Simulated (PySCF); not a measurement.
Delta-SCF ions had no search for a lower state. Excitations are Tamm–Dancoff values on a coarser integration grid. The basis has no diffuse functions, so Rydberg states are missing or too high.

# CH₁₅Ge₆NO, SMILES `[NH2][GeH2][GeH2][GeH2][GeH2][GeH2][GeH2][CH]=O` (charge 0, multiplicity 1)

Calculation: PBE0-D4/def2-TZVP // PBE0-D4/def2-SVP run with PySCF.

| Quantity | Value |
|---|---|
| HOMO | -6.65 eV |
| dipole moment | 2.87 D |
| HOMO–LUMO gap | 4.93 eV |
| LUMO | -1.72 eV |
| S1 excitation (TDA) | 3.30 eV |
| S1 oscillator strength | 0.056 |
| brightest of the four lowest singlets (TDA) | 4.68 eV |
| T1 excitation (TDA) | 2.58 eV |
| S1–T1 gap (TDA) | 0.72 eV |
| vertical ionisation energy (Delta-SCF) | 7.89 eV |
| total energy | -343883.48 eV |
| cost | around 2.1 core-hours (rough) |

```xyz
24

N      5.6225     1.5724    -0.3971
Ge     4.2341     1.1779     0.7496
Ge     2.7640    -0.6242     0.0086
Ge     0.9701    -1.1021     1.5737
Ge    -0.4414    -2.9180     0.8001
Ge    -2.2385    -3.3959     2.3595
Ge    -3.6306    -5.2272     1.5801
C     -5.0929    -5.5619     2.9088
O     -6.1635    -5.0255     2.8288
H      6.2683     0.7994    -0.5402
H      5.3185     1.8983    -1.3118
H      4.8689     0.7869     2.0982
H      3.4088     2.4693     0.9090
H      2.1336    -0.2678    -1.3567
H      3.5804    -1.9197    -0.2007
H      1.5621    -1.4827     2.9473
H      0.1007     0.1569     1.7750
H      0.4106    -4.1911     0.6139
H     -1.0494    -2.5564    -0.5710
H     -3.1191    -2.1444     2.5462
H     -1.6429    -3.7665     3.7340
H     -4.2761    -4.8739     0.2301
H     -2.7714    -6.5019     1.4415
H     -4.8610    -6.2577     3.7636
```
Charge 0, spin multiplicity 1.
